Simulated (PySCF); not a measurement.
Species: C₆H₉O (doublet state).
Atom-mapped SMILES: `[H]/[C:1]=[CH:2]\[C@@H:3]1[CH2:4][C@H:5]1[O:6][CH3:7]` (hydrogens: H8 on C1; H9 on C2; H10 on C3; H11, H12 on C4; H13 on C5; H14, H15, H16 on C7)

Cartesian coordinates in Å at the GFN2-xTB level; atoms count from 1:
```xyz
16
C6H9O angstrom
C      2.7551    1.0787   -0.4160
C      1.7992    0.3114   -0.8301
C      0.7794   -0.3582    0.0294
C      0.2335   -1.7079   -0.3631
C     -0.6403   -0.5027   -0.4735
O     -1.6936   -0.3800    0.4237
C     -2.0870    0.9562    0.6381
H      3.1286    1.4689    0.5016
H      1.6812    0.1000   -1.8883
H      0.8955   -0.1755    1.0902
H      0.0178   -2.4062    0.4297
H      0.5853   -2.1638   -1.2760
H     -0.8608   -0.1113   -1.4670
H     -1.2676    1.5509    1.0574
H     -2.9153    0.9245    1.3427
H     -2.4187    1.4238   -0.2968
```

The hyperfine couplings belong to this conformer and change with its torsions.

Method: UKS B3LYP, pcH-1 on C H O, non-relativistic, mean-field spin-orbit, GIAO in PySCF. The structure is a single GFN2-xTB conformer in the gas phase; no vibrational or solvent corrections. A GFN2-xTB geometry isn't a minimum of the functional, and hyperfine couplings can be far from their values at a DFT geometry. The SCF solution wasn't tested for stability.

Computed for the main isotopes (class means, splittings of 0.05 mT or more): g = 2.0022; H9 1H +111.3 MHz (3.97 mT); H8 1H +37.6 MHz (1.34 mT); H10 1H -5.0 MHz (0.18 mT); H12 1H +1.9 MHz (0.07 mT); 16 first-order lines, 5.56 mT wide.

Task: What changes when 1H at H9 is replaced by 2H?

Result: At a fixed geometry a is proportional to g_N: 0.85744/5.58569 = 0.1535, so a goes from +111.3 to +17.1 MHz (0.610 mT). The spin goes from 1/2 to 1, so the 1:1 doublet becomes a 1:1:1 triplet. The spectrum then has 24 first-order lines over 2.81 mT.

Lines closer than 0.012 mT are merged, which leaves 23.

Lines, offset from centre (mT) (relative intensity): -1.40 (1), -1.34 (1), -1.22 (1), -1.16 (1), -0.79 (1), -0.73 (1), -0.61 (1), -0.55 (1), -0.18 (1), -0.12 (1), -0.06 (1), 0.00 (2), +0.06 (1), +0.12 (1), +0.18 (1), +0.55 (1), +0.61 (1), +0.73 (1), +0.79 (1), +1.16 (1), +1.22 (1), +1.34 (1), +1.40 (1)

Task: Give position and intensity of the satellites from 13C at C1.

Result: a = +322.1 MHz, or 11.49 mT in magnitude, and I = 1/2, so to first order each main line has two satellites, at ±5.75 mT. The isotope's abundance is about 1.07 %, shared among 2 lines, so each has 0.54 % of the main line's intensity. At 340 mT second-order shifts move them to lower field by up to 0.10 mT.

Task: Give position and intensity of the satellites from 13C at C3.

Result: a = +95.7 MHz, or 3.41 mT in magnitude, and I = 1/2, so to first order each main line has two satellites, at ±1.71 mT. The isotope's abundance is about 1.07 %, shared among 2 lines, so each has 0.54 % of the main line's intensity.
